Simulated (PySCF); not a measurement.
**Nuclear quadrupole coupling in `C=CCN(CC)N(C)[SiH3]`**

Species: C₆H₁₆N₂Si.
Cartesian coordinates in Å at the GFN2-xTB level; atoms count from 1:
```xyz
25
C6H16N2Si angstrom
C      2.609   -1.444   -1.280
C      1.775   -0.428   -1.387
C      1.472    0.539   -0.288
N      0.032    0.712   -0.139
C     -0.309    1.756    0.817
C     -1.805    2.034    0.806
N     -0.671   -0.485    0.086
C     -0.289   -1.299    1.217
Si    -1.547   -1.128   -1.248
H      2.807   -2.110   -2.102
H      3.144   -1.648   -0.366
H      1.243   -0.237   -2.309
H      1.962    0.222    0.649
H      1.877    1.520   -0.563
H      0.018    1.513    1.843
H      0.231    2.654    0.505
H     -2.034    2.864    1.469
H     -2.356    1.156    1.132
H     -2.124    2.283   -0.202
H     -1.088   -2.012    1.405
H      0.636   -1.859    1.037
H     -0.157   -0.685    2.111
H     -1.847    0.023   -2.089
H     -0.844   -2.166   -2.023
H     -2.746   -1.750   -0.674
```

Field gradients from the PBE0/pcSseg-1 density (PySCF, non-relativistic), principal values in atomic units, ordered |Vxx| ≤ |Vyy| ≤ |Vzz|:

| atom | Vxx | Vyy | Vzz |
| --- | --- | --- | --- |
| N4 | 0.4830 | 1.0272 | -1.5102 |
| N7 | 0.2945 | 1.0727 | -1.3672 |

Question: Find the asymmetry η = (Vxx − Vyy)/Vzz and the couplings χ = eQV/h (234.96 MHz × Q in barn × V in au), with Q(14N) = 0.02044 b.

Answer: 
```csv
atom,environment,nucleus,η,χzz (MHz),χxx (MHz),χyy (MHz)
N4,hydrazine nitrogen,14N,0.36,-7.25,2.32,4.93
N7,hydrazine nitrogen,14N,0.57,-6.57,1.41,5.15
```

The tensor is traceless: Vxx + Vyy + Vzz = 0.

Question: What is Vzz at N4 in SI units (1 au = 9.71736 × 10²¹ V/m²)?

Answer: -1.5102 au = -14.675 × 10²¹ V/m².

Were the hydrogens deuterons (Q(2H) = 0.00286 b), χzz would run from 104 kHz (H24) to 228 kHz (H10).

The structure is a single GFN2-xTB conformer in the gas phase; no vibrational or solvent corrections. GFN2-xTB bond lengths can be off by several hundredths of an ångström, more for odd bonds, and the gradients follow them. With a basis this small, the couplings can be 20 % off.
